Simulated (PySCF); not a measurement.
C₂H₄N (SMILES [CH2]N=C), doublet (typed; the unrestricted solution is spin-contaminated), at a GFN2-xTB geometry; HF/6-31G* run with PySCF.

PySCF was given this input:
```python
from pyscf import gto, scf

mol = gto.Mole()
mol.atom = '''
    C     1.136327   -0.224599   -0.249004
    N     0.010674    0.383159   -0.097888
    C    -1.143086   -0.018036    0.310992
    H     1.225606   -1.300135   -0.368214
    H     2.025505    0.375422   -0.338318
    H    -1.998418    0.596918    0.089907
    H    -1.286853   -0.898503    0.929916
'''
mol.basis = '6-31g*'
mol.charge = 0
mol.spin = 1
mol.verbose = 4
mol.build()

mf = scf.UHF(mol)
mf.kernel()
```

What the program printed (banner, timings and long lists left out):

```
PySCF version 2.14.0

[INPUT] verbose = 4
[INPUT] num. atoms = 7
[INPUT] num. electrons = 23
[INPUT] charge = 0
[INPUT] spin (= nelec alpha-beta = 2S) = 1
[INPUT] symmetry False subgroup None
[INPUT] Mole.unit = angstrom
[INPUT] Symbol           X                Y                Z      unit          X                Y                Z       unit  Magmom
[INPUT]  1 C      1.136327000000  -0.224599000000  -0.249004000000 AA    2.147346817949  -0.424430597851  -0.470549363921 Bohr   0.0
[INPUT]  2 N      0.010674000000   0.383159000000  -0.097888000000 AA    0.020170936654   0.724065572162  -0.184981510881 Bohr   0.0
[INPUT]  3 C     -1.143086000000  -0.018036000000   0.310992000000 AA   -2.160119476825  -0.034083100383   0.587689706931 Bohr   0.0
[INPUT]  4 H      1.225606000000  -1.300135000000  -0.368214000000 AA    2.316059676624  -2.456899074961  -0.695823615231 Bohr   0.0
[INPUT]  5 H      2.025505000000   0.375422000000  -0.338318000000 AA    3.827649713937   0.709444761136  -0.639328363011 Bohr   0.0
[INPUT]  6 H     -1.998418000000   0.596918000000   0.089907000000 AA   -3.776462702401   1.128011538823   0.169899606681 Bohr   0.0
[INPUT]  7 H     -1.286853000000  -0.898503000000   0.929916000000 AA   -2.431799732575  -1.697924592100   1.757286558851 Bohr   0.0

nuclear repulsion = 66.9320882024822
number of shells = 26
number of NR pGTOs = 97
number of NR cGTOs = 50
basis = 6-31g*
ecp = {}

******** <class 'pyscf.scf.uhf.UHF'> ********
method = UHF
initial guess = minao
damping factor = 0
level_shift factor = 0
DIIS = <class 'pyscf.scf.diis.CDIIS'>
diis_start_cycle = 1
diis_space = 8
diis_damp = 0
SCF conv_tol = 1e-09
SCF conv_tol_grad = None
SCF max_cycles = 50
direct_scf = True
direct_scf_tol = 1e-13
number electrons alpha = 12  beta = 11
Set gradient conv threshold to 3.16228e-05
init E= -132.907968356236

cycle= 1 E= -132.384452029612  delta_E= 0.524  |g|= 0.237  |ddm|= 1.71
cycle= 2 E= -132.425097684812  delta_E= -0.0406  |g|= 0.0936  |ddm|= 0.261
cycle= 3 E= -132.432881084123  delta_E= -0.00778  |g|= 0.0514  |ddm|= 0.112
cycle= 4 E= -132.437146198004  delta_E= -0.00427  |g|= 0.0329  |ddm|= 0.0706
cycle= 5 E= -132.440035403535  delta_E= -0.00289  |g|= 0.0233  |ddm|= 0.0649
cycle= 6 E= -132.442553145153  delta_E= -0.00252  |g|= 0.00649  |ddm|= 0.112
cycle= 7 E= -132.442648290971  delta_E= -9.51e-05  |g|= 0.00249  |ddm|= 0.0177
cycle= 8 E= -132.442664162157  delta_E= -1.59e-05  |g|= 0.000684  |ddm|= 0.00989
cycle= 9 E= -132.442665083055  delta_E= -9.21e-07  |g|= 0.000192  |ddm|= 0.00229
cycle= 10 E= -132.442665183409  delta_E= -1e-07  |g|= 7.12e-05  |ddm|= 0.000847
cycle= 11 E= -132.442665195063  delta_E= -1.17e-08  |g|= 1.95e-05  |ddm|= 0.000235
cycle= 12 E= -132.442665196076  delta_E= -1.01e-09  |g|= 5.97e-06  |ddm|= 6.16e-05
cycle= 13 E= -132.442665196164  delta_E= -8.82e-11  |g|= 1.81e-06  |ddm|= 1.98e-05
Extra cycle  E= -132.442665196169  delta_E= -4.49e-12  |g|= 1.02e-06  |ddm|= 2.73e-06
converged SCF energy = -132.442665196169  <S^2> = 0.94890218  2S+1 = 2.1898878
```
